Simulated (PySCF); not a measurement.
# Electron correlation in Se³⁺ (selenium, charge +3)

[Ar] 3d10 4s2 4p1, 2P determinant. Calculation: PySCF 2.14, in ANO-RCC-VTZP; the spin-free X2C one-electron Hamiltonian (Gaussian nucleus). Frozen: [Ne]; 21 electrons correlated.

```
  level  correlation energy (mhartree)
   CCSD                        -124.39
    (T)                          -3.32
CCSD(T)                        -127.71
```

Diagnostics: T1 = 0.0043, D1 = 0.0192, largest double amplitude 0.092.

Cost of the coupled-cluster step: about 2 core-seconds, for 21 correlated electrons.

Iterations:

```
CC2 = 0
CCSD nocc = (np.int64(11), np.int64(10)), nmo = (38, 38)
frozen orbitals [[0, 1, 2, 3, 4], [0, 1, 2, 3, 4]]
max_cycle = 100
direct = 0
conv_tol = 1e-08
conv_tol_normt = 1e-06
diis_space = 8
diis_start_cycle = 0
Init t2, MP2 energy = -0.112696674822625
Init E_corr(UCCSD) = -0.112696674842906
cycle = 1  E_corr(UCCSD) = -0.11818666027083  dE = -0.00548998543  norm(t1,t2) = 0.0442972
cycle = 2  E_corr(UCCSD) = -0.122961860803251  dE = -0.00477520053  norm(t1,t2) = 0.0148946
cycle = 3  E_corr(UCCSD) = -0.12405163586745  dE = -0.00108977506  norm(t1,t2) = 0.0059721
cycle = 4  E_corr(UCCSD) = -0.124418887818671  dE = -0.000367251951  norm(t1,t2) = 0.00109188
cycle = 5  E_corr(UCCSD) = -0.124388837766727  dE = 3.00500519e-05  norm(t1,t2) = 0.00023176
cycle = 6  E_corr(UCCSD) = -0.124390492427656  dE = -1.65466093e-06  norm(t1,t2) = 2.18443e-05
cycle = 7  E_corr(UCCSD) = -0.124390526937674  dE = -3.45100179e-08  norm(t1,t2) = 3.06854e-06
cycle = 8  E_corr(UCCSD) = -0.124390501834484  dE = 2.51031898e-08  norm(t1,t2) = 8.76144e-07
cycle = 9  E_corr(UCCSD) = -0.124390516049539  dE = -1.42150552e-08  norm(t1,t2) = 1.78838e-07
cycle = 10  E_corr(UCCSD) = -0.124390512530137  dE = 3.51940213e-09  norm(t1,t2) = 2.64476e-08
UCCSD converged
E(UCCSD) = -2425.975522732319  E_corr = -0.1243905125301368
UCCSD(T) correction = -0.00332074702904444
```
